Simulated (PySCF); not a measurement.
Two species compared at the same levels of theory.

First species: C₆H₁₁N₃.
SMILES: `CC1=NN(C(C)C)N=C1`

Second species: C4H7FS2.
SMILES: `FCC1SCCS1`

Levels: CAM-B3LYP/def2-SVPD for HOMO energy, LUMO energy, HOMO–LUMO gap and static isotropic polarisability; TDDFT CAM-B3LYP/def2-SVPD for lowest singlet excitation. Geometries: PBE0-D3(BJ)/def2-SVP. All species are isolated and taken at one optimised geometry, non-relativistic unless stated. Electronic properties by PySCF.

Dipoles, sizes and rotational constants follow the conformer. The torsions of the flexible species, by atom-mapped SMILES:
- `[CH3:1][c:2]1[cH:3][n:4][n:5]([CH:6]([CH3:7])[CH3:8])[n:9]1`: N4–N5–C6–C7 -59°

The conformers of `FCC1SCCS1` aren't listed.

Values for the first species:

| Property | Result |
| --- | --- |
| HOMO energy | -8.45 eV |
| LUMO energy | 1.22 eV |
| HOMO–LUMO gap | 9.67 eV |
| Lowest singlet excitation | 6.40 eV |
| Static isotropic polarisability | 91.8 au |

Estimate the same properties for the second species, and the change in each.

```
                       property     first    second  second less first
                    HOMO energy  -8.45 eV  -8.22 eV           +0.23 eV
                    LUMO energy   1.22 eV   0.71 eV           -0.51 eV
                  HOMO–LUMO gap   9.67 eV   8.93 eV           -0.74 eV
      lowest singlet excitation   6.40 eV   5.21 eV           -1.19 eV
static isotropic polarisability   91.8 au   85.8 au            -6.0 au
```

On the first: S1 lies 3.27 eV below the HOMO–LUMO gap; its leading configuration is HOMO→LUMO, weight 0.93. The principal polarisabilities are 73.3, 84.9 and 117.3 au; their mean is the isotropic value.

On the second: S1 lies 3.72 eV below the HOMO–LUMO gap; its leading configuration is HOMO→LUMO, weight 0.40, beside HOMO−1→LUMO, weight 0.26. In wavenumbers S1 is 42000 cm⁻¹ (1 eV = 8065.54 cm⁻¹).
